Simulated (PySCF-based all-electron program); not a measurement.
The numbers below are computed, except where a source is named.
Rest lengths of diatomic molecules M–K in all-electron scalar-relativistic PBE near the basis limit (in-house program on PySCF, no spin–orbit coupling, lowest state found of the spin given), each from a Morse curve fitted to the bond forces. Singlets are spin-restricted; Koelling–Harmon or spin-free Dirac relativity. In part, the full relativistic part was added along one bond alone. In part, the state lies near an instability.

```tsv
M	spin state	rest length (Å)
H	singlet	?
Li	singlet	3.37
F	singlet	2.17
Na	singlet	3.53
Cs	singlet	4.35
```

(1) Fill in the missing lengths.

Answers

(1) H–K 2.23 Å.
